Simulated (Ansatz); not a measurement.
Input file for `BC(O)OBCl`:

```yaml
crystal:
  periodic: [false, false, false]
  atoms:
    - {symbol: B, position_ang: [-1.291145, -1.031123, -0.637415]}
    - {symbol: C, position_ang: [-0.207946, 0.021283, -0.309973]}
    - {symbol: O, position_ang: [0.384734, -1.330864, -0.569544]}
    - {symbol: O, position_ang: [0.091348, 0.381872, 0.986190]}
    - {symbol: B, position_ang: [0.931475, 1.399686, 1.250492]}
    - {symbol: Cl, position_ang: [1.254037, 1.795843, 2.918757]}
    - {symbol: H, position_ang: [-1.816645, -1.615495, 0.256426]}
    - {symbol: H, position_ang: [-1.678119, -1.104273, -1.766418]}
    - {symbol: H, position_ang: [0.179449, 0.735620, -1.036828]}
    - {symbol: H, position_ang: [0.772590, -1.346835, -1.451866]}
    - {symbol: H, position_ang: [1.445622, 2.037285, 0.380780]}
basis:
  gaussian: {orbitals: def2-TZVPP}
correlation: {method: ccsd_t}
output: {orbitals: {seedname: orbitals}}
```

```sh
$ ansatz run in.yaml --threads 4 --pin off --events-out ev --progress --plain --max-ram 10444MiB
```

Log, shortened:

```
Functional definition: HF
1626 factors; integrals over basis functions are off by at most 9.2e-4 eV
mean field evaluation 1: about -19031.2291 eV, gradient 3.9e1 eV
mean field evaluation 2: about -19031.5493 eV, gradient 3.9e1 eV
mean field evaluation 4: about -19035.0526 eV, gradient 4.8e0 eV
mean field evaluation 8: about -19035.1253 eV, gradient 2.9e-1 eV
mean field -19035.12577028 eV, -699.5279695861 hartree, gradient 2.3e-6 eV, S^2 0.000000; 0 other end points of the search recorded, 0 dependent functions left out
10 core orbitals not correlated: weight in the atoms' cores, before any rotation towards them, 1.000 or more for the frozen orbitals, at most 0.000 for the correlated occupied ones
reference -19035.12577028 eV, -699.5279695861 hartree; 17, 17 occupied and 240, 240 virtual orbitals, 1626 factors
second order -28.17897870 eV of doubles, -0.00000000 eV of singles
cycle   1  -28.52437405 eV  change   -3.5e-1 eV  update   1.2e-1
cycle   2  -29.21245927 eV  change   -6.9e-1 eV  update   3.4e-2
cycle   3  -29.37434482 eV  change   -1.6e-1 eV  update   1.8e-2
cycle   4  -29.35422356 eV  change    2.0e-2 eV  update   4.7e-3
cycle   5  -29.35299600 eV  change    1.2e-3 eV  update   2.3e-3
cycle   6  -29.35420714 eV  change   -1.2e-3 eV  update   6.5e-4
cycle   7  -29.35375086 eV  change    4.6e-4 eV  update   2.6e-4
cycle   8  -29.35367970 eV  change    7.1e-5 eV  update   7.8e-5
cycle   9  -29.35371722 eV  change   -3.8e-5 eV  update   3.4e-5
perturbative correction -1.20104546 eV, -0.0441376065 hartree
Total energy: -19065.68053296 eV, -700.6508364037 hartree
```

Run time 56 s (4 threads of a server CPU on a shared host); peak host memory 7.5 GiB.

The correlation energy is -30.555 eV, 3.9 % of it from (T); the T1 diagnostic reads 0.0132.
